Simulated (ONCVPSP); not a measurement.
Transferability test, ONCV potential for W

| Item | Value |
| --- | --- |
| Element | W (Z = 74) |
| Generator | ONCVPSP 4.0.1 |
| Type | optimised norm-conserving Vanderbilt (ONCV) |
| Functional | PBE |
| Relativity | scalar-relativistic |
| Frozen core | [Kr] 4d10 |
| Valence charge | 28 |
| Reference configuration | 4f14 5s2 5p6 5d5 6s1 |
| Partial waves | 5s+6s: rc 1.40 bohr, ncon 3, nbas 6, qcut 7.5 1/bohr, 2 projectors; 5p: rc 1.90 bohr, ncon 3, nbas 7, qcut 8.5 1/bohr, 1 projector; 5d: rc 2.25 bohr, ncon 4, nbas 8, qcut 7.1 1/bohr, 1 projector; 4f: rc 0.70 bohr, ncon 4, nbas 9, qcut 19.9 1/bohr, 2 projectors, debl 2.4 Ha |
| Local potential | polynomial inside 0.60 bohr (lpopt 5, dvloc0 1 Ha) |
| Core correction | polynomial model core, fcfact 0.15 |

Energies are relative to the spin-unpolarised reference configuration 4f14 5s2 5p6 5d5 6s1; without spin polarisation the order of configurations can differ from experiment.

| valence configuration | charge | ΔE all-electron (eV) | error AE − PS (meV) |
| --- | --- | --- | --- |
| 4f14 5s2 5p6 5d4 6s1 | +1 | 7.345 | -2.2 |
| 4f14 5s2 5p6 5d4 6s0 | +2 | 23.025 | -10 |
| 4f14 5s2 5p6 5d4 6s0 6p1 | +1 | 12.798 | +77 |

Question: What are ΔE and the potential's error for 4f14 5s2 5p6 5d4 6s2?

Answer: ΔE = -1.539 eV all-electron; the error (AE − PS) is +0.4 meV.

Levels in the configuration 4f14 5s2 5p6 5d4 6s0 6p1:

```json
{"level": "4f", "all-electron (eV)": "-42.182", "pseudo (eV)": "-42.129"}
{"level": "5s", "all-electron (eV)": "-88.057", "pseudo (eV)": "-88.005"}
{"level": "5p", "all-electron (eV)": "-52.200", "pseudo (eV)": "-52.149"}
{"level": "5d", "all-electron (eV)": "-12.996", "pseudo (eV)": "-12.951"}
{"level": "6p", "all-electron (eV)": "-7.547", "pseudo (eV)": "-7.601"}
```

Note: ghosts flagged at negative energy: s at -932.1 eV, p at -378.0 eV, d at -21.8 eV; no localised positive-energy state flagged. A true bound ghost makes a file unfit for plane-wave use.
